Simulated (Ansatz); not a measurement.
Start from `[Cl][Ti]([Cl])([Cl])[c]1ccccc1` and change one element to get `[Cl][Hf]([Cl])([Cl])[c]1ccccc1`.

Ansatz, PBE0-D4/def2-TZVP geometries, multiplicity 1. Each molecule was computed in one conformer, which needn't be the lowest.

Elements past krypton have def2 core potentials. Scalar relativity is left out up to krypton.

```json
{"property": "LUMO energy (PBE0/def2-TZVPP) / eV", "`[Cl][Ti]([Cl])([Cl])[c]1ccccc1`": "-3.18"}
{"property": "HOMO–LUMO gap (PBE/def2-TZVPP) / eV", "`[Cl][Ti]([Cl])([Cl])[c]1ccccc1`": "2.86"}
{"property": "LUMO energy (ωB97M-V/def2-TZVPP) / eV", "`[Cl][Ti]([Cl])([Cl])[c]1ccccc1`": "-1.10"}
{"property": "HOMO–LUMO gap (PBE0/def2-TZVPP) / eV", "`[Cl][Ti]([Cl])([Cl])[c]1ccccc1`": "4.71"}
{"property": "size of the dipole moment (PBE/def2-TZVPP) / D", "`[Cl][Ti]([Cl])([Cl])[c]1ccccc1`": "2.93"}
{"property": "LUMO energy (PBE/def2-TZVPP) / eV", "`[Cl][Ti]([Cl])([Cl])[c]1ccccc1`": "-4.02"}
```

(1) What does the change do to each property? (An estimate is asked.)

## Answers

(1) Ansatz gave: 
```
                                      property  `[Cl][Hf]([Cl])([Cl])[c]1ccccc1`  shift
            LUMO energy (PBE0/def2-TZVPP) / eV                             -2.13   1.05
           HOMO–LUMO gap (PBE/def2-TZVPP) / eV                              3.86   1.00
         LUMO energy (ωB97M-V/def2-TZVPP) / eV                             -0.15   0.95
          HOMO–LUMO gap (PBE0/def2-TZVPP) / eV                              5.61   0.90
size of the dipole moment (PBE/def2-TZVPP) / D                              2.34  -0.59
             LUMO energy (PBE/def2-TZVPP) / eV                             -2.89   1.13
```

With PBE0 the HOMO rises by 0.15 eV and the LUMO rises by 1.05 eV, so the gap widens by about 0.90 eV. PBE moves the HOMO by 0.13 eV and ωB97M-V by 0.14 eV. Dipoles are sizes alone; their direction can turn.
